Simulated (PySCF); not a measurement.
C3H8AlCl, SMILES C[CH2][Al]([CH3])[Cl]. Geometry optimised at PBE-D3(BJ)/def2-SVP. The structure was generated by enumeration; whether it is a known compound was not checked. One conformer was computed; it need not be the lowest.

Computed equilibrium geometry at PBE-D3(BJ)/def2-SVP (PySCF confirms it by a frequency run) as bond lengths and angles, and its point group (one conformer of several):
point group Cs.
Atoms: Al1 Cl2 C3 H4 H5 H6 C7 C8 H9 H10 H11 H12 H13. Bonded distances (Å): Al1–Cl2 2.137, Al1–C3 1.958, Al1–C7 1.967, C3–H4 1.111, C3–H5 1.111, C3–H6 1.109, C7–C8 1.535, C7–H9 1.116, C7–H10 1.116, C8–H11 1.109, C8–H12 1.109, C8–H13 1.111. Angles (°): Cl2–Al1–C3 117.1, Cl2–Al1–C7 117.3, C3–Al1–C7 125.6, Al1–C3–H4 110.8, Al1–C3–H5 110.8, Al1–C3–H6 112.8, H4–C3–H5 106.3, H4–C3–H6 108.0, H5–C3–H6 108.0, Al1–C7–C8 117.7, Al1–C7–H9 106.3, Al1–C7–H10 106.3, C8–C7–H9 110.8, C8–C7–H10 110.8, H9–C7–H10 103.7, C7–C8–H11 111.7, C7–C8–H12 111.7, C7–C8–H13 112.2, H11–C8–H12 106.3, H11–C8–H13 107.2, H12–C8–H13 107.2.
